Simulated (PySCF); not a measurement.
# ECD: `C=C(F)[Se][C@@H]1C[C@@H]1C`, C6H9FSe

Geometry:
```
atom   x (Å)   y (Å)   z (Å)
  C1  -2.877   0.073   1.610
  C2  -1.894  -0.470   0.913
  F3  -2.081  -0.893  -0.347
 Se4  -0.118  -0.789   1.541
  C5   0.703  -1.090  -0.195
  C6   2.141  -0.716  -0.400
  C7   1.063   0.055  -1.096
  C8   0.786   1.481  -0.698
  H9  -3.862   0.186   1.192
 H10  -2.705   0.411   2.614
 H11   0.344  -2.010  -0.643
 H12   2.652  -0.221   0.414
 H13   2.768  -1.391  -0.963
 H14   0.925  -0.134  -2.155
 H15   0.975   1.623   0.365
 H16   1.427   2.159  -1.258
 H17  -0.252   1.739  -0.904
```

Computed with TDDFT BHandHLYP/def2-SVPD circular dichroism and optical rotation, one conformer, gas phase in PySCF. Geometry: GFN2-xTB.

The molecule is flexible and this is one conformer; a measurement averages over conformers. The calculation is non-relativistic, which matters for the atoms heavier than Zn. States above about 7.2 eV (minus the energy of the highest occupied orbital) lie near or above the ionisation threshold and depend on the basis.

Q: What are the CIP labels of the stereocentres?

A: C5 R, C7 S.

Q: Which excitations and rotatory strengths does the calculation give?

A: Rotatory strengths R in 10⁻⁴⁰ esu² cm², velocity form and length form (origin at the centre of mass); f in length form.
| state | E (eV) | λ (nm) | f | R (velocity) | R (length) | main |
| --- | --- | --- | --- | --- | --- | --- |
| 1 | 4.72 | 262 | 0.006 | +11.0 | +9.8 | HOMO→LUMO 0.85 |
| 2 | 5.88 | 211 | 0.109 | +7.0 | +6.8 | HOMO→LUMO+1 0.87 |
| 3 | 5.96 | 208 | 0.120 | -27.3 | -28.0 | HOMO→LUMO+2 0.81 |
| 4 | 6.39 | 194 | 0.006 | -13.5 | -11.9 | HOMO→LUMO+3 0.59, HOMO→LUMO+4 0.19 |
| 5 | 6.71 | 185 | 0.015 | +7.9 | +7.8 | HOMO→LUMO+4 0.37, HOMO→LUMO+3 0.31 |
| 6 | 7.01 | 177 | 0.048 | -0.2 | +0.2 | HOMO→LUMO+6 0.34, HOMO→LUMO+4 0.18 |
| 7 | 7.24 | 171 | 0.021 | +13.5 | +14.4 | HOMO→LUMO+5 0.81 |
| 8 | 7.42 | 167 | 0.063 | -13.9 | -11.4 | HOMO−2→LUMO 0.42, HOMO−1→LUMO 0.21 |
| 9 | 7.52 | 165 | 0.110 | +27.3 | +25.9 | HOMO−1→LUMO 0.34, HOMO−2→LUMO 0.23 |
| 10 | 7.58 | 163 | 0.052 | +67.8 | +66.6 | HOMO→LUMO+7 0.52, HOMO→LUMO+6 0.13 |
| 11 | 7.72 | 161 | 0.011 | +0.8 | +0.9 | HOMO→LUMO+8 0.26, HOMO→LUMO+6 0.17 |
| 12 | 7.95 | 156 | 0.009 | +6.9 | +6.8 | HOMO−3→LUMO 0.28, HOMO→LUMO+9 0.22 |
| 13 | 7.98 | 155 | 0.003 | +5.2 | +3.1 | HOMO→LUMO+9 0.39, HOMO−3→LUMO 0.35 |
| 14 | 8.08 | 154 | 0.026 | -65.7 | -64.2 | HOMO→LUMO+10 0.41 |
| 15 | 8.15 | 152 | 0.225 | +62.6 | +62.2 | HOMO−1→LUMO+2 0.22, HOMO→LUMO+9 0.16 |
| 16 | 8.23 | 151 | 0.012 | -26.7 | -26.9 | HOMO−2→LUMO+2 0.24, HOMO−1→LUMO+2 0.14 |

For state 6 the two forms differ in sign, so the sign of R isn't settled.

Among the states computed, the strongest CD band (largest |R|) is state 10. The largest dissymmetry factor in size, g = 4R/(D+G), with D and G the electric and magnetic dipole strengths, is -0.03 for state 14 (velocity form, f = 0.027), among bands with |R| over 0.5. The mirror image has the same energies and oscillator strengths and all R with the opposite sign.
